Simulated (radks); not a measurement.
Results of a calculation; reference values are marked as such.
Trend from K2+ to Kr2+: ionisation energy by Delta-SCF between NIST ground configurations, and size. Level of theory: scalar-relativistic Kohn-Sham, PBE, spin-unpolarised, spherical densities, finite nucleus; Fermi nuclear charge, rms radius of each element as measured or else 0.836 A^(1/3) + 0.57 fm (a radial shooting solver on a logarithmic mesh with Libxc functionals).

| species | configuration | IE (eV) | NIST (eV) | kind | -e(HOMO) (eV) | outermost | <r> outermost (bohr) |
|---|---|---|---|---|---|---|---|
| K2+ | [Ne] 3s2 3p5 | 46.896 | 45.803 | semi-emp. | 39.211 (3p) | 3p | 1.35 |
| Ca2+ | [Ar] | 51.259 | 50.913 | exp. | 43.060 (3p) | 3p | 1.26 |
| Sc2+ | [Ar] 3d1 | 24.870 | 24.757 | exp. | 17.912 (3d) | 3d | 1.57 |
| Ti2+ | [Ar] 3d2 | 26.948 | 27.492 | exp. | 19.680 (3d) | 3d | 1.43 |
| V2+ | [Ar] 3d3 | 28.897 | 29.311 | exp. | 21.317 (3d) | 3d | 1.32 |
| Cr2+ | [Ar] 3d4 | 30.748 | 30.96 | exp. | 22.856 (3d) | 3d | 1.23 |
| Mn2+ | [Ar] 3d5 | 32.519 | 33.67 | exp. | 24.318 (3d) | 3d | 1.15 |
| Fe2+ | [Ar] 3d6 | 34.223 | 30.65 | exp. | 25.717 (3d) | 3d | 1.08 |
| Co2+ | [Ar] 3d7 | 35.870 | 33.5 | semi-emp. | 27.064 (3d) | 3d | 1.02 |
| Ni2+ | [Ar] 3d8 | 37.467 | 35.19 | exp. | 28.366 (3d) | 3d | 0.969 |
| Cu2+ | [Ar] 3d9 | 39.020 | 36.84 | exp. | 29.628 (3d) | 3d | 0.922 |
| Zn2+ | [Ar] 3d10 | 40.534 | 39.723 | exp. | 30.856 (3d) | 3d | 0.880 |
| Ga2+ | [Ar] 3d10 4s1 | 31.271 | 30.726 | exp. | 26.070 (4s) | 4s | 2.08 |
| Ge2+ | [Ar] 3d10 4s2 | 34.791 | 34.058 | exp. | 29.250 (4s) | 4s | 1.94 |
| As2+ | [Ar] 3d10 4s2 4p1 | 27.703 | 28.35 | exp. | 22.669 (4p) | 4p | 2.15 |
| Se2+ | [Ar] 3d10 4s2 4p2 | 30.869 | 31.70 | exp. | 25.464 (4p) | 4p | 1.99 |
| Br2+ | [Ar] 3d10 4s2 4p3 | 33.983 | 34.87 | exp. | 28.226 (4p) | 4p | 1.85 |
| Kr2+ | [Ar] 3d10 4s2 4p4 | 37.075 | 35.84 | exp. | 30.979 (4p) | 4p | 1.74 |

Reference values: NIST Atomic Spectra Database (exp. = measured, semi-emp. = semi-empirical, theory = theoretical value adopted there). Spin polarisation and multiplet splitting are left out, so open shells lie too high by an amount that depends on their filling.

Beside tabulated values, note that spin-unpolarised runs miss the spin-polarisation part of the exchange energy of open shells.
